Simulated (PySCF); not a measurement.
**Exercise with solution: oscillator strength and radiative lifetime**

C3H7Ga, SMILES C=C[CH2][GaH2].

Coordinates come from a B3LYP-D3(BJ)/def2-SVP optimisation. The structure was generated by enumeration; whether it is a known compound was not checked. The values are those of a single conformer.

TDDFT-LC-ωPBE/def2-SVPD run with PySCF puts the first singlet state with f over 0.02 at 5.24 eV (vertical), with the transition dipole (-0.249, -0.154, -0.916) in atomic units.

Question: Find the oscillator strength, the wavelength and the radiative lifetime that this transition would have in vacuum if emission retraced absorption.

Answer: 
|μ|² = 0.9248 au, so |μ| = 2.44 D. ΔE = 5.24/27.211 = 0.1926 hartree. f = (2/3) ΔE |μ|² = 0.119 (the program prints 0.119).
λ = 1239.84/5.24 = 237 nm; ν = 42263 cm⁻¹.
Einstein's coefficient A = 0.6670 ν² f s⁻¹ (ν in cm⁻¹) = 1.4e8 s⁻¹, so τ = 1/A = 7.1 ns. This state is S1. The figure is the radiative limit of this one transition; relaxation, internal conversion, crossing to triplets and a medium change what is measured.
